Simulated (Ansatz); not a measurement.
Stepwise reaction of `[Cl][Zr]([Cl])([Br])[Br]` with hydrogen chloride, as a gas-phase model of exchange steps in deposition or etching. ΔE in kJ/mol; ΔG adds harmonic PBE0-D4 terms to CCSD(T)/CBS, at 1 bar.

Computed with Ansatz on PBE0-D4/def2-TZVP structures; ΔE is electronic, products minus reactants. CBS: MP2 limit from def2 TZ/QZ plus the TZ coupled-cluster correction, frozen cores. This one scheme is used for every species. Functionals use def2-TZVPP. B3LYP here is the variant with VWN-RPA as its local correlation; programs differ in this. Elements past krypton have def2 core potentials. For Br, Zr outer-core shells are correlated without core-valence functions, which leaves a few kJ/mol of doubt a bond. Scalar relativity is left out up to krypton.

```tsv
step	reaction	PBE-D4	B3LYP-D4	ωB97M-V	CCSD(T)/CBS	ΔG(400 K)
1	`[Cl][Zr]([Cl])([Br])[Br]` + HCl → `[Cl][Zr]([Cl])([Cl])[Br]` + HBr	-0.4	-0.7	-1.4	3.8	3.4
2	`[Cl][Zr]([Cl])([Cl])[Br]` + HCl → `[Cl][Zr]([Cl])([Cl])[Cl]` + HBr	-0.6	-0.9	-1.5	3.7	6.5
```

Task: By hand: ΔE of the 2 steps together at CCSD(T)/CBS.

Result: (3.8) + (3.7) = 7.5 kJ/mol, or 3.8 kJ/mol a step.

In ΔE the steps differ by no more than 0.1 kJ/mol. ΔG lies between 3.4 and 6.5 kJ/mol a step. PBE-D4 differs from CCSD(T)/CBS by -4.3 to -4.2 kJ/mol a step. Isolated molecules leave out the surface, adducts and barriers. Largest T1 diagnostic: 0.015.
